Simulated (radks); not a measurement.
Results of a calculation; reference values are marked as such.
Q: The aluminium ion Al2+, [Ne] 3s1. Level of theory: non-relativistic Kohn-Sham, r2SCAN, spin-polarised, spherical densities, point nucleus; meta-GGA in the generalised Kohn-Sham scheme (a radial shooting solver on a logarithmic mesh with Libxc functionals). Every spin shell is full or empty, so the densities are truly spherical. Functionals are evaluated on that one density, not self-consistently. Rank these exchange functionals by their error against the exact value of the orbitals, and give that value: LDA, B88, PBE, RPBE, AM05, EV93, APBE, TPSS, SCAN, MS2, Tao-Mo.

A: Exact: -17.6743 hartree. From best to worst, with 100 (|E| - |E exact|)/|E exact| (equal figures are ties): Tao-Mo +0.02, B88 +0.03, RPBE +0.12, MS2 +0.22, SCAN +0.31, TPSS +0.32, PBE -0.55, APBE +0.65, EV93 +1.63, AM05 -7.33, LDA -8.53.
